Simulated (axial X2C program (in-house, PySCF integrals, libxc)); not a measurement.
Which molecule has these constants?

Calculated with an in-house relativistic program for diatomic molecules, spin-free (one-electron X2C) or two-component (2c: spin–orbit coupling with atomic mean-field Coulomb and Gaunt terms, which also bring small scalar terms), in Dyall basis sets with cores contracted in-house; open shells are unrestricted.

A two-component PBE0 calculation in a Dyall 3-zeta basis gave Re = 2.735 Å, ωe = 208.3 cm⁻¹, dipole magnitude 7.00 D, Ω = 3/2.

Problem. Which molecule is it?
A. CsGe
B. KGe
C. RbGe
D. NaGe
E. GeH

Solution. D. The others have GeH 1.597 Å and 1882.8 cm⁻¹ (Ω = 1/2); RbGe 3.184 Å and 124.0 cm⁻¹ (Ω = 3/2); KGe 3.063 Å and 158.2 cm⁻¹ (Ω = 3/2); CsGe 3.294 Å and 112.8 cm⁻¹ (Ω = 3/2).

Each entry is the lowest single determinant of a limited PBE0 search at one distance. De goes to single-determinant-based atoms at the same level (for ions the charge split of lowest energy) and is withheld (n/a) where an atom does not fit its ground term or J level. Main or longest-lived isotopes. One determinant is a doubtful description, or other states lie close, for NaGe, RbGe, KGe, CsGe; these need not be ground states, and all values refer to the states named. With several unpaired electrons the Ω given is that of one determinant, not necessarily of the lowest component. The functionals have no current term, which raises determinants with orbital currents.
